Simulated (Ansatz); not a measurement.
Consider the ligand exchange at the Si–N bond: `CN[SiH](C)O` + HBr → `C[SiH](O)Br` + CH₃NH₂.

Calculated with Ansatz (gas phase, PBE0-D4/def2-TZVP geometries, no zero-point term in ΔE). CBS: MP2 limit from def2 TZ/QZ plus the TZ coupled-cluster correction, frozen cores. Functionals use def2-TZVPP. B3LYP here is the variant with VWN-RPA as its local correlation; programs differ in this. HSE06 is defined as in plane-wave codes. For Br outer-core shells are correlated without core-valence functions, which leaves a few kJ/mol of doubt a bond. Scalar relativity is left out up to krypton. Each species was taken in one conformer, which may not be the lowest.

```
           level  ΔE (kcal/mol)
         ωB97M-V           -9.6
             PBE          -11.2
           B3LYP          -10.1
         r2SCANh          -10.7
           HSE06          -11.3
CCSD(T)/def2-SVP           -7.7
  MP2/def2-TZVPP           -9.7
 CCSD/def2-TZVPP           -8.8
```

(1) What does CCSD(T)/CBS give? (An estimate is asked.)

Largest T1 diagnostic among the species: 0.010.

Results:

(1) The calculation gave: -10.0 kcal/mol. The listed levels differ from it by 0.4, -1.2, -0.1, -0.7, -1.3, 2.3, 0.3, 1.2 kcal/mol.

In def2-TZVPP, CCSD(T) changes the Hartree–Fock value by +2.2 kcal/mol (the triples alone add +0.1 kcal/mol) and MP2 by +1.3 kcal/mol. The D4 term adds +1.0 kcal/mol with B3LYP and +0.7 kcal/mol with PBE0; it sums over pairs of atoms, weighted by their polarisabilities, and B3LYP, whose exchange is more repulsive, gets the larger term. Leaving LDA and LC-ωPBE aside and taking each functional with its dispersion term where it has one, the values, not all of them listed here, spread over 2.6 kcal/mol, from HSE06-D4 to CAM-B3LYP-D4. LDA lies +3.0 kcal/mol from PBE without D4.
